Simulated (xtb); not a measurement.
ClLi, charge -1, doublet, at a GFN2-xTB geometry (such geometries of metal compounds can be far from the true shape) (a state made from the parent by changing its charge; the spin is typed, not shown lowest), atoms displaced at random by about 0.02 Å a coordinate. Base run: xtb 6.7.1 with GFN1-xTB.

The xtb input:
```
$ xtb mol.xyz --gfn 1 --chrg -1 --uhf 1 --opt --json

# file mol.xyz
2

Li     0.00213643     0.01084986    -2.05337309
Cl    -0.01887104    -0.02917274     0.38514108
```

Each row names what was changed in the base input (with any setting that the change needs).

```
change               ΔE vs base (kcal/mol)  optimiser steps
-------------------  ---------------------  ---------------
base                                 0.000                5
opt level = extreme                  0.000                7
opt level = crude                     0.86                1
engine = lbfgs                       0.000                -
opt level = lax                      0.032                3
alpb = dmf                          -48.29                5
opt level = loose                    0.032                3
alpb = chcl3                        -53.41                5
opt level = vtight                   0.000                6
engine = inertial                    0.000                -
```
